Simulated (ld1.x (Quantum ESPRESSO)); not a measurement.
**An all-electron radial function and its pseudo partner (Ce (Z = 58))**

Columns: radius, all-electron u(r) and pseudo u(r) of the 6s shell (level -8.48 eV) of cerium in the configuration [Kr] 4d10 4f1 5s2 5p6 5d1 6s1 6p0; BLYP, scalar-relativistic, PAW scheme, ld1.x (Quantum ESPRESSO) 7.5.

```json
{"r (bohr)": "0.140", "all-electron": "0.0495", "pseudo": "0.1397"}
{"r (bohr)": "0.280", "all-electron": "0.0562", "pseudo": "0.2681"}
{"r (bohr)": "0.420", "all-electron": "-0.1501", "pseudo": "0.3751"}
{"r (bohr)": "0.560", "all-electron": "-0.1661", "pseudo": "0.4530"}
{"r (bohr)": "0.700", "all-electron": "-0.0368", "pseudo": "0.4976"}
{"r (bohr)": "0.840", "all-electron": "0.1185", "pseudo": "0.5077"}
{"r (bohr)": "0.980", "all-electron": "0.2335", "pseudo": "0.4856"}
{"r (bohr)": "1.120", "all-electron": "0.2886", "pseudo": "0.4358"}
{"r (bohr)": "1.260", "all-electron": "0.2881", "pseudo": "0.3646"}
{"r (bohr)": "1.400", "all-electron": "0.2450", "pseudo": "0.2786"}
{"r (bohr)": "1.540", "all-electron": "0.1734", "pseudo": "0.1841"}
{"r (bohr)": "1.680", "all-electron": "0.0854", "pseudo": "0.0863"}
{"r (bohr)": "1.820", "all-electron": "-0.0091", "pseudo": "-0.0108"}
{"r (bohr)": "1.960", "all-electron": "-0.1033", "pseudo": "-0.1045"}
{"r (bohr)": "2.100", "all-electron": "-0.1925", "pseudo": "-0.1927"}
{"r (bohr)": "2.240", "all-electron": "-0.2737", "pseudo": "-0.2737"}
{"r (bohr)": "2.380", "all-electron": "-0.3455", "pseudo": "-0.3455"}
{"r (bohr)": "2.520", "all-electron": "-0.4072", "pseudo": "-0.4072"}
{"r (bohr)": "2.660", "all-electron": "-0.4587", "pseudo": "-0.4587"}
{"r (bohr)": "2.800", "all-electron": "-0.5004", "pseudo": "-0.5004"}
{"r (bohr)": "2.940", "all-electron": "-0.5329", "pseudo": "-0.5329"}
{"r (bohr)": "3.080", "all-electron": "-0.5569", "pseudo": "-0.5569"}
{"r (bohr)": "3.220", "all-electron": "-0.5733", "pseudo": "-0.5733"}
{"r (bohr)": "3.360", "all-electron": "-0.5829", "pseudo": "-0.5829"}
{"r (bohr)": "3.500", "all-electron": "-0.5866", "pseudo": "-0.5866"}
{"r (bohr)": "3.640", "all-electron": "-0.5850", "pseudo": "-0.5850"}
```

Question: How many radial nodes do the two functions have?

Answer: The all-electron 6s function has n − l − 1 = 5 (the table is too coarse to show those close to the nucleus); the pseudo-wave has 1, since 1 lower shell of the same l stays in the valence.

Question: At about which radius was the pseudo-wave matched?

Answer: 2.25 bohr. The columns agree to 0.0005 from 2.10 bohr on; several derivatives are matched, so the curves merge somewhat inside the radius.

Question: Is the pseudo-wave norm-conserving?

Answer: No, it belongs to a PAW set: the norm inside the radius is not constrained, and the difference is carried by the augmentation charge.
